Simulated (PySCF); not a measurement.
# Unknown compound

An unknown has the formula C4H5FO2Si. Its calculated NMR data are:

¹H NMR (400 MHz, computed): δ 7.95 (m, 1H), 5.54 (m, 2H), 5.09 (m, 2H).

¹³C{¹H} NMR (computed): δ 178.9, 171.8, 139.2, 77.5.

[PySCF 2.14: GFN2-xTB geometry; shieldings: GIAO PBE0/pcSseg-1; no relativistic terms; a single conformation; gas phase; one averaged value for each set of equivalent atoms]

Chemical shifts δ = σref − σ; ¹H and ¹³C against TMS, all at this level.

Question: Deduce the structure.

Answer: 
1. Rings plus π bonds: 3 (1 ring in the answer).
2. 4 carbon signals for 4 carbons: no two carbons are equivalent.
3. Carbon types of the structure: 2 × C, 1 × CH, 1 × CH2, leaving 2 H on heteroatoms.
4. δC 178.9: ester carbonyl carbon; it is a carbonyl in resonance with an O or N lone pair, the region of acids, esters and amides.
5. δC 171.8: β carbon of a C=C–C=O unit; conjugation with the carbonyl draws π density from the β position.
6. δC 139.2: α carbon of a C=C–C=O unit; an sp2 carbon of a C=C bond.
7. δC 77.5: allylic sp3 CH2 bonded to O; the inductive effect lowers its shielding.
8. δH 7.95: hydrogen on a β carbon of a C=C–C=O unit; a vinylic proton, deshielded by the sp2 carbon and the C=C anisotropy.
9. δH 5.54: hydrogen on a silicon bonded to C, F.
10. δH 5.09: hydrogen on an allylic sp3 CH2 bonded to O; its carbon carries O, hence the downfield position.

The compound is `C1OC(=O)C([SiH2]F)=C1`.

The data come from this structure; uniqueness wasn't tested.

Splittings by ¹⁹F in the carbon and heteronuclear signals aren't shown, as no couplings were computed. Shifts are as computed. Against solution values, carbons near 30 ppm lie about +3 ppm off and those near 130 ppm about +5 ppm. Of 1211 compounds with measured shifts, 218 miss one by over three times the rms of a fit or turn the order of signals round; such compounds aren't used in these exercises. Multiplicities follow the n + 1 count of equivalent neighbours, as no J values were calculated; m marks all less simple cases, F and P coupling included.
